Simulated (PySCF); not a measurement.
# Polarisability and C₆ of Bi(3+) (bismuth, charge +3)

[Xe] 4f14 5d10 6s2, closed-shell 1S. All numbers are calculated (PySCF 2.14, the spin-free X2C one-electron Hamiltonian (Gaussian nucleus), in aug-cc-pwCVTZ-DK3 with one added diffuse shell each of s, d, f type (12s10p9d6f1g, 138 functions)). Coupled (time-dependent) response in atomic units; α is the mean over directions.

```csv
method,mean α (bohr³),C₆ (like pair),S(−4)
B3LYP,9.763,59.30,25.05
```

S(−4) is the Cauchy moment in α(ω) = α(0) + S(−4) ω² + …

α(iu) at B3LYP:

```csv
u (hartree),α(iu) (bohr³)
0,9.763
0.0500,9.701
0.100,9.521
0.200,8.889
0.300,8.062
0.500,6.441
0.750,4.954
1.00,3.967
1.50,2.773
2.00,2.070
3.00,1.278
5.00,0.6148
```

A single London oscillator, α(iu) = α/(1 + u²/ω²), gives C₆ = (3/4) ω α². Matching the computed C₆ needs ω = 4 × 59.30 / (3 × 9.763²) = 0.830 hartree.

For an ion, C₆ is the dispersion term alone; charge-induced terms of lower order in 1/R come first.

Spin-orbit coupling, which splits the p, d and f shells strongly at this Z, is absent.
